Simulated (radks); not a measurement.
Results of a calculation; reference values are marked as such.
Successive ionisation energies (eV) of one element, from differences of total energies of ions in their ground configurations, starting at charge 44: 2361.0, 2422.8, 4075.2, 4201.6, 4329.1, 4457.5, 4586.6, 4753.8, 4888.3, 5023.9, 5160.3, 5297.3, 5829.2, 5949.9, 6068.7, 6224.6, 6348.2, 6469.9, 7013.2, 7146.9, 16012.3, 16341.3. Level of theory: scalar-relativistic Kohn-Sham, exchange-only LDA, spin-polarised, spherical densities, point nucleus; open shells are filled with parallel spins first (spin-orbit coupling, left out, can overturn this in heavy ions) (a radial shooting solver on a logarithmic mesh with Libxc functionals). Which element is it?

Answer. Tungsten (Z = 74). The first species listed is W44+ in [Ar] 3d10 4s2, the last W65+ in [He] 2s2 2p5.
